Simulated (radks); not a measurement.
Charge is removed step by step from the 5s down level of neutral indium, starting from [Kr] 4d10 5s(up 1, down 1) 5p1. Method: scalar-relativistic Kohn-Sham, r2SCAN, spin-polarised, spherical densities, finite nucleus; open shells are filled with parallel spins first (spin-orbit coupling, left out, can overturn this in heavy ions); meta-GGA in the generalised Kohn-Sham scheme; Fermi nuclear charge, rms radius 4.6156 fm; computed with a radial shooting solver on a logarithmic mesh with Libxc functionals.

[
 {"removed (e)": "0", "E - E(0) (eV)": "0.000", "eigenvalue (eV)": "-8.015", "E minus straight line (eV)": "0.000"},
 {"removed (e)": "0.25", "E - E(0) (eV)": "2.186", "eigenvalue (eV)": "-9.485", "E minus straight line (eV)": "-0.567"},
 {"removed (e)": "0.5", "E - E(0) (eV)": "4.747", "eigenvalue (eV)": "-11.010", "E minus straight line (eV)": "-0.758"},
 {"removed (e)": "0.75", "E - E(0) (eV)": "7.685", "eigenvalue (eV)": "-12.521", "E minus straight line (eV)": "-0.572"},
 {"removed (e)": "1", "E - E(0) (eV)": "11.010", "eigenvalue (eV)": "-14.070", "E minus straight line (eV)": "0.000"}
]

Removing the whole electron costs 11.010 eV by Delta-SCF, against 8.015 eV from minus the eigenvalue at the starting occupation. Slater's transition state (half an electron removed) gives 11.010 eV. Integrating minus the eigenvalue over the occupation (Janak's theorem) gives 11.011 eV. In this scalar-relativistic scheme the density is built from large components alone, so the theorem holds only approximately. The mean slope of the eigenvalue, de/dn, is 6.06 eV per electron.
